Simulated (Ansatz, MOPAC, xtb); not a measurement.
Spectroscopic constants of SO+, multiplicity 2 (lowest of 2S+1 = 2, 4 at CCSD(T)/def2-TZVPP on PBE0 minima; our sources give no spin for the ground state, which may be another). The T1 diagnostic near the minimum is 0.076, so single-reference values are doubtful.

Constants: fifth-degree fit in 1/R to seven points, most abundant isotopes. In def2 and cc sets the state is the lowest found near the PBE0 minimum, followed along R.

Run with Ansatz (a first-principles code); MOPAC for PM7 (differences of heats of formation); xtb for the GFN methods.  The GFN methods have no spin term and hold the electronic entropy of 300 K.

| level | r_e (Å) | ω_e (cm⁻¹) | B_e (cm⁻¹) | α_e (cm⁻¹) |
|---|---|---|---|---|
| PM7 | 1.403 | 1215 | 0.803 | 0.0027 |
| GFN1-xTB | 1.400 | 1410 | 0.806 | 0.0057 |
| GFN2-xTB | 1.397 | 1347 | 0.811 | 0.0061 |
| SVWN5/def2-TZVPP | 1.428 | 1342 | 0.776 | 0.0054 |
| PBE/def2-TZVPP | 1.441 | 1302 | 0.762 | 0.0054 |
| r2SCAN/def2-TZVPP | 1.426 | 1361 | 0.778 | 0.0053 |
| B97M-V/def2-TZVPP | 1.419 | 1385 | 0.785 | 0.0053 |
| B3LYP/def2-TZVPP | 1.422 | 1373 | 0.782 | 0.0053 |
| PBE0/def2-TZVPP | 1.415 | 1415 | 0.790 | 0.0051 |
| CAM-B3LYP/def2-TZVPP | 1.411 | 1430 | 0.794 | 0.0050 |
| wB97X-V/def2-TZVPP | 1.413 | 1442 | 0.792 | 0.0048 |
| wB97M-V/def2-TZVPP | 1.413 | 1434 | 0.791 | 0.0049 |

The state that PM7 reach isn't checked; PM7 holds dispersion and hydrogen-bond terms.
